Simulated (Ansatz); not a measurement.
`C=C=C(O)[SiH3]` + `[OH][Mg][SH]` → `[SiH3][O][Mg][SH]` + `C=C=CO`  (ligand exchange at the Si–C bond)

Gas-phase electronic energies from Ansatz, PBE0-D4/def2-TZVP geometries. CCSD(T)/CBS adds triple-zeta CCSD(T) − MP2 to the extrapolated MP2 energy (def2 sets, frozen cores). Functionals use def2-TZVPP. For Mg outer-core shells are correlated without core-valence functions, which leaves a few kJ/mol of doubt a bond. Each species was taken in one conformer, which may not be the lowest.

CCSD(T)/CBS gives -28.4 kcal/mol.

(1) Another level gave -26.8 kcal/mol. Which?
A. HF/def2-TZVPP
B. MP2/def2-TZVPP
C. PBE-D4/def2-TZVPP
D. PBE0/def2-TZVPP

Largest T1 diagnostic among the species: 0.013.

## Answers

(1) D. PBE0 -26.8, HF/def2-TZVPP -33.5, PBE-D4 -24.5, MP2/def2-TZVPP -27.9 kcal/mol.

From PBE to PBE0 (25 % exact exchange), in def2-TZVPP and without D4, ΔE moves by −1.5 kcal/mol. In def2-TZVPP, CCSD(T) changes the Hartree–Fock value by +5.0 kcal/mol (the triples alone add +0.8 kcal/mol) and MP2 by +5.6 kcal/mol.
